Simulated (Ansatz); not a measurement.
C₂H₅NSi, SMILES `N=C1C[SiH2]1`, relaxed with RKS PBE-D4/def2-SVP in Ansatz 0.2.0 from a rough embedded geometry. The force threshold is 0.03 eV/Å; the program also tests the step.

Total charge 0; spin multiplicity 1.

Start:

```xyz
9

N     0.574   -0.349   -1.793
C     0.214   -0.240   -0.632
C    -0.159    0.956   -0.077
Si    0.020   -1.151    0.772
H     0.536    0.537   -2.337
H    -1.227    1.110    0.198
H     0.495    1.454    0.679
H     0.937   -0.918    1.894
H    -1.391   -1.399    1.296
```

```json
{"step": "1", "energy (eV)": "-11505.0039", "largest force (eV/Å)": "5.150", "largest move (Å)": "0.000"}
{"step": "2", "energy (eV)": "-11506.0252", "largest force (eV/Å)": "2.966", "largest move (Å)": "0.102"}
{"step": "3", "energy (eV)": "-11506.5808", "largest force (eV/Å)": "1.561", "largest move (Å)": "0.166"}
{"step": "4", "energy (eV)": "-11506.9664", "largest force (eV/Å)": "1.533", "largest move (Å)": "0.200"}
{"step": "5", "energy (eV)": "-11507.0417", "largest force (eV/Å)": "0.679", "largest move (Å)": "0.083"}
{"step": "6 (rejected)", "energy (eV)": "-11507.0150", "largest force (eV/Å)": "0.513", "largest move (Å)": "0.113"}
{"step": "7", "energy (eV)": "-11507.0634", "largest force (eV/Å)": "0.104", "largest move (Å)": "0.040"}
{"step": "8", "energy (eV)": "-11507.0653", "largest force (eV/Å)": "0.018", "largest move (Å)": "0.017"}
```

End:

```xyz
9

N     0.603   -0.382   -1.920
C     0.239   -0.215   -0.713
C    -0.235    0.857    0.243
Si   -0.097   -0.899    0.995
H     0.564    0.530   -2.427
H    -1.238    1.288    0.051
H     0.504    1.633    0.529
H     1.024   -1.174    1.949
H    -1.365   -1.638    1.293
```

Run time 13 s (2 threads of an Arm Neoverse V1 on a shared host); peak host memory 0.12 GiB.
